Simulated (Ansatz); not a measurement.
Coupled-cluster run, Cl₂H₄In₂ (`[Cl+]1[InH2-][Cl+][InH2-]1`).

```yaml
crystal:
  periodic: [false, false, false]
  atoms:
    - {symbol: Cl, position_ang: [-1.747378, 0.159992, -0.195498]}
    - {symbol: In, position_ang: [0.139981, 1.829583, 0.246142]}
    - {symbol: Cl, position_ang: [1.747139, -0.160235, 0.197446]}
    - {symbol: In, position_ang: [-0.139957, -1.829561, -0.246313]}
    - {symbol: H, position_ang: [0.378664, 2.596472, -1.251234]}
    - {symbol: H, position_ang: [-0.011251, 2.204699, 1.896482]}
    - {symbol: H, position_ang: [0.011449, -2.202609, -1.897111]}
    - {symbol: H, position_ang: [-0.378637, -2.598342, 1.250087]}
basis:
  gaussian: {orbitals: def2-TZVPP}
correlation: {method: ccsd_t}
output: {orbitals: {seedname: orbitals}}
```

```sh
$ ansatz run in.yaml --threads 4 --pin off --events-out ev --progress --plain --max-ram 10444MiB
```

Output of Ansatz, abridged:

```
Functional definition: HF
1766 factors; integrals over basis functions are off by at most 8.0e-4 eV
mean field evaluation 1: about -35370.1805 eV, gradient 1.9e1 eV
mean field evaluation 2: about -35370.2325 eV, gradient 1.9e1 eV
mean field evaluation 4: about -35371.5992 eV, gradient 2.2e0 eV
mean field evaluation 8: about -35371.6213 eV, gradient 1.4e-1 eV
mean field -35371.62137265 eV, -1299.8831096989 hartree, gradient 8.9e-7 eV, S^2 0.000000; 0 other end points of the search recorded, 0 dependent functions left out
18 core orbitals not correlated: weight in the atoms' cores, before any rotation towards them, 1.000 or more for the frozen orbitals, at most 0.000 for the correlated occupied ones
reference -35371.62137265 eV, -1299.8831096989 hartree; 22, 22 occupied and 200, 200 virtual orbitals, 1766 factors
second order -26.54560939 eV of doubles, -0.00000000 eV of singles
cycle   1  -26.81447144 eV  change   -2.7e-1 eV  update   1.2e-1
cycle   2  -27.50330033 eV  change   -6.9e-1 eV  update   3.3e-2
cycle   3  -27.59894359 eV  change   -9.6e-2 eV  update   1.6e-2
cycle   4  -27.58313903 eV  change    1.6e-2 eV  update   4.2e-3
cycle   5  -27.58107079 eV  change    2.1e-3 eV  update   1.5e-3
cycle   6  -27.58153947 eV  change   -4.7e-4 eV  update   4.5e-4
cycle   7  -27.58143346 eV  change    1.1e-4 eV  update   1.4e-4
cycle   8  -27.58145847 eV  change   -2.5e-5 eV  update   4.6e-5
perturbative correction -0.94539593 eV, -0.0347426597 hartree
Total energy: -35400.14822705 eV, -1300.9314522618 hartree
```

Run time 72 s (4 threads of an Intel Xeon Platinum 8259CL on a shared host); peak host memory 3.4 GiB.

MP2 recovers 93.1 % of the CCSD(T) correlation energy and the triples give 3.3 %; T1 = 0.0133.
